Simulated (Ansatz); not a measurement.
Ansatz (an electronic-structure program) input (PBE/LANL2DZ): The .json file is the Basis Set Exchange's LANL2DZ.

Ansatz 0.2 input:
```yaml
crystal:
  periodic: [false, false, false]
  atoms:
    - {symbol: Tl, position_ang: [-0.00000000, -0.00000000, -1.24610888]}
    - {symbol: I, position_ang: [0.00000000, 0.00000000, 1.90443055]}
basis:
  gaussian:
    orbitals: LANL2DZ.json
hamiltonian:
  xc: {name: PBE}
total_charge: -1
magnetization: {spin_polarized: true, initial_magnetization: 1}
output: {forces: true}
```

From the last part of the output:

```
WARN ansatz: RAYON_NUM_THREADS=1 ignored (pool sized by the plan → 1); use --threads N
Functional definition: PBE
integrals: 0.01 GiB planned
390 factors; integrals over basis functions are off by at most 2.3e-4 eV
mean field: 0.08 GiB planned
mean field evaluation 1: about -1721.8320 eV, gradient 8.4e0 eV
mean field evaluation 2: about -1721.7435 eV, gradient 8.4e0 eV
mean field evaluation 4: about -1722.5590 eV, gradient 2.0e-1 eV
mean field evaluation 8: about -1722.5542 eV, gradient 2.3e-3 eV
mean field evaluation 16: about -1721.5468 eV, gradient 1.6e0 eV
mean field evaluation 32: about -1721.6623 eV, gradient 6.1e-1 eV
mean field -1722.55423373 eV, -63.3027005005 hartree, gradient 3.7e-6 eV, S^2 0.750394; 5 other end points of the search recorded, 0 dependent functions left out
the calculation of the forces begins
reference -1722.55426330 eV, -63.3027015869 hartree; 11, 10 occupied and 15, 16 virtual orbitals, 390 factors
Total energy: -1722.55426330 eV, -63.3027015869 hartree
Atom 0 at    -0.000000    -0.000000    -1.246109 Å, force     0.000000     0.000000    -0.496849 eV/Å
Atom 1 at     0.000000     0.000000     1.904431 Å, force    -0.000000    -0.000000     0.496849 eV/Å
Dipole moment:    -0.000000     0.000000    -0.733447 e Å
```

The dipole moment of an ion depends on the origin.
